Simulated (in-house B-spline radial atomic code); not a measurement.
Configurations of the vanadium ion V³⁺, with energies counted from [Ar] 3d2. All numbers are computed (non-relativistic BLYP, spin-polarised, spherical fractional occupations; point nucleus) with a B-spline radial code for spherical atoms, not measured. Shells without spins written out take the highest spin.

Occupations are held fixed; configurations that lie above the ionisation limit could autoionise.

| configuration | E - E(ref) (eV) | highest orbital | its <r> (bohr) |
| --- | --- | --- | --- |
| [Ar] 3d1 4s1 | 11.624 | 4s up | 2.422 |
| [Ar] 3d1 4f1 | 32.645 | 4f up | 4.185 |
| [Ne] 3s2 3p(2 up, 3 down) 3d(2 up, 1 down) | 40.926 | 3d up | 1.169 |
| [Ne] 3s2 3p5 3d2 4p1 | 55.745 | 4p up | 2.674 |
| [Ne] 3s2 3p(2 up, 3 down) 3d(0 up, 2 down) 4p(1 up, 0 down) | 56.272 | 4p up | 2.73 |
| [Ne] 3s2 3p5 3d2 4d1 | 64.708 | 4d up | 3.367 |
| [Ne] 3s2 3p5 3d2 4f1 | 70.793 | 4f up | 4.16 |

Order these further configurations by energy, lowest first.
A. [Ar] 3d(1 up, 1 down)
B. [Ne] 3s2 3p(2 up, 3 down) 3d(0 up, 2 down) 4f(1 up, 0 down)
C. [Ar] 3d1 4p1
D. [Ne] 3s2 3p(2 up, 3 down) 3d(1 up, 1 down) 4s(0 up, 1 down)
E. [Ar] 3d1 4d1

A (1.032 eV), C (17.814 eV), E (26.669 eV), D (52.104 eV), B (70.85 eV).

How far above the reference does [Ne] 3s2 3p5 3d2 4s1 lie?

49.476 eV; its least bound orbital is 4s up with <r> = 2.401 bohr.

How far above the reference does [Ne] 3s2 3p5 3d3 lie?

36.602 eV; its least bound orbital is 3d up with <r> = 1.148 bohr.
